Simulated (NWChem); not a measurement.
# C4H4ClF; SMILES CC(Cl)=C=CF

Computed with NWChem. Pople sets run with spherical d functions. The geometry was optimised at PBE-D3(BJ)/def2-SVP. Level: M06-2X/6-31G* with COSMO at NWChem's default radii, gas-phase geometry; the question gives the dielectric constant.

Question: Predict the results for dielectric constant 20.7. Quantities: electrostatic solvation energy (kcal/mol); dipole in solution (D).

Answer: 
```yaml
electrostatic solvation energy (kcal/mol): -3.2
dipole in solution (D): 2.56
```
